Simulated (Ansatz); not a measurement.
Relaxation of Os4 with RKS r2SCAN-D4/def2-SVP.

```sh
$ ansatz run in.yaml --threads 4 --pin off --events-out ev --progress --plain --max-ram 3916MiB
```

```yaml
crystal:
  periodic: [false, false, false]
  atoms:
    - {symbol: Os, position_ang: [2.994500, 0.542900, -0.023000]}
    - {symbol: Os, position_ang: [2.105500, -2.077000, -0.079000]}
    - {symbol: Os, position_ang: [0.000000, 0.000000, 0.000000]}
    - {symbol: Os, position_ang: [1.048200, 2.729700, -0.075100]}
basis:
  gaussian: {orbitals: def2-SVP}
hamiltonian: {xc: r2scan, dispersion: d4}
scf: {lower_state_search: "off"}
output: {orbitals: {seedname: orbitals}}
relax: {f_tol: 0.02, max_steps: 100}
```

Run time 60 s (4 threads of Arm Neoverse V1 on a shared host).

Positions (Å) and forces (eV/Å) at steps 1, 2, 3, 4, 5, 6, 7, 8, 9, 10, 11 of 11:

```xyz
4
step=1 energy=-9862.6303 eV
Os    2.994    0.543   -0.023   -5.748   -1.875   -0.100
Os    2.106   -2.077   -0.079   -0.989    6.642    0.143
Os    0.000    0.000    0.000    5.728    1.610   -0.170
Os    1.048    2.730   -0.075    1.008   -6.377    0.127
4
step=2 energy=-9867.1106 eV
Os    2.838    0.496   -0.025   -4.922   -1.469   -0.096
Os    2.072   -1.885   -0.075   -1.052    6.156    0.134
Os    0.160    0.041   -0.005    5.146    1.816   -0.172
Os    1.078    2.544   -0.072    0.828   -6.502    0.134
4
step=3 energy=-9870.0370 eV
Os    2.712    0.462   -0.028   -0.452    0.395   -0.018
Os    2.038   -1.714   -0.071   -0.900    2.463    0.027
Os    0.298    0.097   -0.010    1.048    0.998   -0.062
Os    1.099    2.350   -0.068    0.304   -3.856    0.053
4
step=4 energy=-9870.3505 eV
Os    2.788    0.514   -0.023   -1.723    0.271    0.224
Os    1.969   -1.579   -0.076   -0.236   -1.015   -0.204
Os    0.260    0.073   -0.006    2.087    0.278    0.168
Os    1.131    2.189   -0.072   -0.129    0.466   -0.189
4
step=5 energy=-9870.4943 eV
Os    2.723    0.507   -0.013    0.826    0.403    0.128
Os    1.971   -1.622   -0.085   -0.283   -0.175   -0.119
Os    0.335    0.091    0.002   -0.569   -0.493    0.119
Os    1.119    2.219   -0.081    0.026    0.265   -0.127
4
step=6 energy=-9870.5153 eV
Os    2.739    0.516   -0.007    0.055    0.226    0.151
Os    1.962   -1.620   -0.091   -0.214   -0.028   -0.143
Os    0.326    0.081    0.008    0.089   -0.245    0.139
Os    1.121    2.218   -0.087    0.070    0.047   -0.147
4
step=7 energy=-9870.5992 eV
Os    2.772    0.579    0.120   -0.968   -0.162   -0.029
Os    1.895   -1.606   -0.215    0.293    0.626   -0.092
Os    0.344    0.022    0.130    0.265    0.417    0.143
Os    1.137    2.201   -0.212    0.411   -0.880   -0.022
4
step=8 energy=-9870.6148 eV
Os    2.759    0.574    0.226   -0.356   -0.016   -0.548
Os    1.892   -1.553   -0.327    0.097    0.669    0.441
Os    0.345    0.026    0.246   -0.073    0.139   -0.393
Os    1.152    2.148   -0.323    0.332   -0.791    0.501
4
step=9 energy=-9870.6629 eV
Os    2.743    0.542    0.159    0.279    0.115    0.027
Os    1.931   -1.565   -0.262   -0.116    0.125   -0.012
Os    0.329    0.055    0.182   -0.176   -0.085   -0.005
Os    1.145    2.164   -0.257    0.013   -0.155   -0.010
4
step=10 energy=-9870.6682 eV
Os    2.753    0.550    0.169   -0.007    0.014   -0.004
Os    1.921   -1.556   -0.271   -0.010    0.054    0.000
Os    0.326    0.047    0.192   -0.006    0.004    0.000
Os    1.149    2.154   -0.267    0.023   -0.072    0.004
4
step=11 energy=-9870.6684 eV
Os    2.753    0.551    0.173    0.005    0.005    0.000
Os    1.920   -1.552   -0.275    0.000   -0.009    0.000
Os    0.325    0.047    0.196   -0.006   -0.004    0.000
Os    1.150    2.149   -0.271    0.001    0.007    0.000
```

In the def2 sets Os takes a core potential; there is no spin–orbit coupling. The restricted singlet is unstable towards broken spin symmetry in Hartree–Fock (as tested in another run); at r2SCAN-D4/def2-SVP this wasn't settled. Another isomer (triplet) lies 1.57 eV lower at PBE0-D4/def2-TZVP; other spin states weren't run for this one.
